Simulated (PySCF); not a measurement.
F$_{2}$Mg, triplet, at a GFN2-xTB geometry (such geometries of metal compounds can be far from the true shape) (a higher spin typed on purpose: for a closed-shell molecule this is an excited state), with bond 3-1 at 1.5 times its length; PBE0/def2-SVP (PySCF).

Here is a job for PySCF.
```python
from pyscf import gto, scf, dft

mol = gto.Mole()
mol.atom = '''
    Mg    0.000000    0.000000    0.000000
    F     0.000000    0.000000    1.864751
    F     0.000000    0.000000   -2.797127
'''
mol.basis = 'def2-svp'
mol.charge = 0
mol.spin = 2
mol.verbose = 4
mol.build()

mf = dft.UKS(mol)
mf.xc = 'pbe0'
mf.kernel()
mo_i, mo_e, stable_i, stable_e = mf.stability(internal=True, external=False, return_status=True, nroots=6, tol=1e-6)
print('internally stable:', stable_i, ' externally stable:', stable_e)
if not stable_i:
    umf = mf.copy()
    umf.scf_summary = {}
    umf.kernel(umf.make_rdm1(mo_i, mf.mo_occ))
```

It wrote (shortened):

```
PySCF version 2.14.0

[INPUT] verbose = 4
[INPUT] num. atoms = 3
[INPUT] num. electrons = 30
[INPUT] charge = 0
[INPUT] spin (= nelec alpha-beta = 2S) = 2
[INPUT] symmetry False subgroup None
[INPUT] Mole.unit = angstrom
[INPUT] Symbol           X                Y                Z      unit          X                Y                Z       unit  Magmom
[...]
nuclear repulsion = 60.2746591635156
number of shells = 20
number of NR pGTOs = 84
number of NR cGTOs = 46
basis = def2-svp
ecp = {}

******** <class 'pyscf.dft.uks.UKS'> ********
method = UKS
initial guess = minao
damping factor = 0
level_shift factor = 0
DIIS = <class 'pyscf.scf.diis.CDIIS'>
diis_start_cycle = 1
diis_space = 8
diis_damp = 0
SCF conv_tol = 1e-09
SCF conv_tol_grad = None
SCF max_cycles = 50
direct_scf = True
direct_scf_tol = 1e-13
number electrons alpha = 16  beta = 14
XC library pyscf.dft.libxc version 7.1.2
    S. Lehtola, C. Steigemann, M. J. T. Oliveira, and M. A. L. Marques,  SoftwareX 7, 1–5 (2018)
XC functionals = pbe0
    C. Adamo and V. Barone,  J. Chem. Phys. 110, 6158 (1999)
    M. Ernzerhof and G. E. Scuseria,  J. Chem. Phys. 110, 5029 (1999)
radial grids:
    Treutler-Ahlrichs [JCP 102, 346 (1995); DOI:10.1063/1.469408] (M4) radial grids

becke partition: Becke, JCP 88, 2547 (1988); DOI:10.1063/1.454033
pruning grids: <function nwchem_prune>
grids dens level: 3
symmetrized grids: False
atomic radii adjust function: <function treutler_atomic_radii_adjust>
small_rho_cutoff = 0
Set gradient conv threshold to 3.16228e-05
tot grids = 47104
init E= -398.951880177333

cycle= 1 E= -399.035958897132  delta_E= -0.0841  |g|= 0.513  |ddm|= 1.19

cycle= 2 E= -396.53635581102  delta_E=  2.5  |g|= 2.31  |ddm|= 1.82

cycle= 3 E= -399.136466871801  delta_E= -2.6  |g|= 0.165  |ddm|= 1.56

cycle= 4 E= -399.146688254324  delta_E= -0.0102  |g|= 0.0684  |ddm|= 0.175

cycle= 5 E= -399.148522093016  delta_E= -0.00183  |g|= 0.00744  |ddm|= 0.0632

cycle= 6 E= -399.148575256673  delta_E= -5.32e-05  |g|= 0.0016  |ddm|= 0.0172

cycle= 7 E= -399.148577835994  delta_E= -2.58e-06  |g|= 0.000405  |ddm|= 0.00433

cycle= 8 E= -399.148578266781  delta_E= -4.31e-07  |g|= 9.68e-05  |ddm|= 0.00224

cycle= 9 E= -399.148578372362  delta_E= -1.06e-07  |g|= 4.22e-05  |ddm|= 0.00118

cycle= 10 E= -399.148578413952  delta_E= -4.16e-08  |g|= 1.35e-05  |ddm|= 0.00102

cycle= 11 E= -399.148578417983  delta_E= -4.03e-09  |g|= 4.42e-06  |ddm|= 0.000408

cycle= 12 E= -399.148578418111  delta_E= -1.29e-10  |g|= 4.18e-06  |ddm|= 2.36e-05

Extra cycle  E= -399.148578418216  delta_E= -1.04e-10  |g|= 4.19e-06  |ddm|= 1.48e-05
converged SCF energy = -399.148578418216  <S^2> = 2.0017882  2S+1 = 3.0011919
uhf_internal: lowest eigs of H = [-1.33791209e-05  1.19057476e-02  3.58890819e-02  3.62034710e-02
  8.16250974e-02  2.39818283e-01]
<class 'pyscf.dft.uks.UKS'> wavefunction has an internal instability
internally stable: False  externally stable: None

******** <class 'pyscf.dft.uks.UKS'> ********
method = UKS
initial guess = minao
damping factor = 0
level_shift factor = 0
DIIS = <class 'pyscf.scf.diis.CDIIS'>
diis_start_cycle = 1
diis_space = 8
diis_damp = 0
SCF conv_tol = 1e-09
SCF conv_tol_grad = None
SCF max_cycles = 50
direct_scf = True
direct_scf_tol = 1e-13
number electrons alpha = 16  beta = 14
XC library pyscf.dft.libxc version 7.1.2
    S. Lehtola, C. Steigemann, M. J. T. Oliveira, and M. A. L. Marques,  SoftwareX 7, 1–5 (2018)
XC functionals = pbe0
    C. Adamo and V. Barone,  J. Chem. Phys. 110, 6158 (1999)
    M. Ernzerhof and G. E. Scuseria,  J. Chem. Phys. 110, 5029 (1999)
radial grids:
    Treutler-Ahlrichs [JCP 102, 346 (1995); DOI:10.1063/1.469408] (M4) radial grids

becke partition: Becke, JCP 88, 2547 (1988); DOI:10.1063/1.454033
pruning grids: <function nwchem_prune>
grids dens level: 3
symmetrized grids: False
atomic radii adjust function: <function treutler_atomic_radii_adjust>
small_rho_cutoff = 0
Set gradient conv threshold to 3.16228e-05
init E= -399.143985024356

cycle= 1 E= -399.148535958776  delta_E= -0.00455  |g|= 0.00959  |ddm|= 0.0575

cycle= 2 E= -399.148577402912  delta_E= -4.14e-05  |g|= 0.00155  |ddm|= 0.0069

cycle= 3 E= -399.148578163512  delta_E= -7.61e-07  |g|= 0.00114  |ddm|= 0.00178

cycle= 4 E= -399.148578593231  delta_E= -4.3e-07  |g|= 4.69e-05  |ddm|= 0.000705

cycle= 5 E= -399.148578595306  delta_E= -2.08e-09  |g|= 1.2e-05  |ddm|= 9.87e-05

cycle= 6 E= -399.148578595475  delta_E= -1.69e-10  |g|= 9.9e-06  |ddm|= 2.74e-05

Extra cycle  E= -399.148578595581  delta_E= -1.06e-10  |g|= 1.63e-05  |ddm|= 3.39e-05
converged SCF energy = -399.148578595581  <S^2> = 2.0017881  2S+1 = 3.0011918
```
